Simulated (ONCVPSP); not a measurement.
Reading a pseudo-wave (V (Z = 23))

Columns: radius, all-electron u(r) and pseudo u(r) of the 3s shell (level -70.76 eV) of vanadium in the configuration [Ne] 3s2 3p6 3d3 4s1.5 4p0.5; PBEsol, scalar-relativistic, ONCV scheme, ONCVPSP 4.0.1.

```csv
r (bohr),all-electron,pseudo
0.103,-0.1377,0.1885
0.205,-0.6017,0.3724
0.308,-0.3492,0.5507
0.410,0.1549,0.7129
0.513,0.6190,0.8529
0.615,0.9334,0.9587
0.718,1.0995,1.0246
0.820,1.1452,1.0460
0.923,1.1105,1.0253
1.025,1.0281,0.9691
1.128,0.9208,0.8863
1.230,0.8066,0.7892
1.332,0.6946,0.6871
1.435,0.5892,0.5866
1.538,0.4947,0.4939
1.640,0.4126,0.4124
1.743,0.3412,0.3411
1.845,0.2812,0.2811
1.948,0.2303,0.2302
2.050,0.1883,0.1882
2.153,0.1532,0.1531
2.255,0.1245,0.1245
2.358,0.1008,0.1008
2.460,0.0817,0.0817
2.562,0.0660,0.0660
2.665,0.0532,0.0532
```

(1) How many radial nodes do the two functions have?

(2) At about which radius was the pseudo-wave matched?

(3) Where does each function peak?

(4) Is the pseudo-wave norm-conserving?

Answers

(1) The all-electron 3s function has n − l − 1 = 2 (the table is too coarse to show those close to the nucleus); the pseudo-wave has 0, since the states of the same l below it are removed with the core.

(2) 1.80 bohr. The columns agree to 0.0005 from 1.64 bohr on; several derivatives are matched, so the curves merge somewhat inside the radius.

(3) Outermost all-electron maximum near 0.82 bohr, pseudo maximum near 0.82 bohr (to the table’s step).

(4) Yes: the ONCV scheme keeps the norm inside the radius equal to the all-electron one, which fixes the energy derivative of the logarithmic derivative at the level.
